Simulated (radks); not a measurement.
Removal energies from neutral nickel, [Ar] 3d9 4s1, by Delta-SCF beside the eigenvalue of the level emptied. Method: scalar-relativistic Kohn-Sham, BLYP, spin-polarised, spherical densities, finite nucleus; Fermi nuclear charge, rms radius of each element as measured or else 0.836 A^(1/3) + 0.57 fm; computed with a radial shooting solver on a logarithmic mesh with Libxc functionals. Open shells are filled with parallel spins first.

| removed from | final configuration | Delta-SCF (eV) | -eigenvalue (eV) |
|---|---|---|---|
| 4s | [Ar] 3d9 | 8.260 | 4.829 |
| 3d | [Ar] 3d8 4s1 | 9.949 | 3.985 |
| 3p | [Ne] 3s2 3p5 3d9 4s1 | 72.393 | 65.700 |
| 3s | [Ne] 3s1 3p6 3d9 4s1 | 111.92 | 105.15 |
